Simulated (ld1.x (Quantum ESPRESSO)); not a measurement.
**Before and after: PAW potential for N**

ld1.x (Quantum ESPRESSO) 7.5 input, shortened:

```
&input
   title='N', zed=7., rel=0, dft='PZ', iswitch=3,
   config='[He] 2s1.5 2p3.5'
 /
 &inputp
   pseudotype=3, lpaw=.true., tm=.true., lloc=-1, rcloc=0.55,
   nlcc=.true., new_core_ps=.true., rcore=0.45,
   which_augfun='PSQ', rmatch_augfun_nc=.true.
 /
4
2S  1  0   1.50   0.00  0.60  0.75  0.0
2S  1  0   0.00   2.40  0.60  0.75  0.0
2P  2  1   3.50   0.00  2.05  2.35  0.0
2P  2  1   0.00  -0.15  2.05  2.35  0.0
 &test
   configts(1)='2s1.5 2p3.5'
 /
```

Change: all radii but the core radius scaled by about 1.11 (s 0.84, p 2.60 bohr, rcut 0.66/2.28); local potential all-electron potential smoothed inside 0.60 bohr (lloc = -1).

Cutoffs: the cutoffs (Ry, on a coarse ladder) from which the occupation-weighted sum of valence levels, in a spherical-Bessel basis at the reference potential, stays within 10 and 1 mRy of its value at 400 Ry; they do not see the model core or the augmentation charge, which bear on the density cutoff. Errors are all-electron minus pseudo energies relative to the spin-unpolarised reference configuration.

Task: Predict the effect on cutoff, ghosts and configuration errors.

Result: The potential gets softer (50 Ry and 80 Ry → 40 Ry and 55 Ry); the p channel binds one level more than in the base; the number of tests that count goes from 9 to 5; of the 5 tests that both files solve, the error grows in 2 and shrinks in 2 by more than 15 % and 0.3 meV (median size 22.6 → 17.9 meV); neither file shows a bound ghost at the reference potential, the only one tested. A larger radius leaves more room for a smooth pseudo-wave, so fewer plane waves are needed.

```csv
quantity,base,changed
"cutoff, loose",50 Ry,40 Ry
"cutoff, tight",80 Ry,55 Ry
loose cutoff by channel (10 mRy a level),"s 45 Ry, p 10 Ry","s 35 Ry, p 8 Ry"
bound ghosts,none,none
"tests counted (converged, no solver errors)",9 of 9,5 of 9
"error for 2s2 2p3, meV [ΔE -5.58 eV]",-38,+39
"error for 2s1 2p3, meV [ΔE 19.58 eV]",-23,+18
"error for 2s2 2p3.3, meV [ΔE -7.25 eV]",-5.9,+25
"error for 2s1 2p4, meV [ΔE 5.59 eV]",+26,+6.8
"error for 2s1.5 2p3.5 (spin-polarised), meV [ΔE -3.03 eV]",+8.9,+12
lowest overlap eigenvalue by channel,"s 0.64, p 1.00","s 0.53, p 0.32"
```

Base: ld1.x printed “convergence not achieved” for 1 of the counted tests; its residual had stalled under 1e-8, short of the target of 1e-14. Changed file: Tests not counted: 2s2 2p2 (solver errors, printed error -245 eV); 2s2 2p1 (solver errors, printed error -77.6 eV); 2s2 2p2.5 (pseudo-atom not self-consistent, printed error -37.1 eV); 2s2 2p3 (spin-polarised) (solver errors, printed error -264 eV).
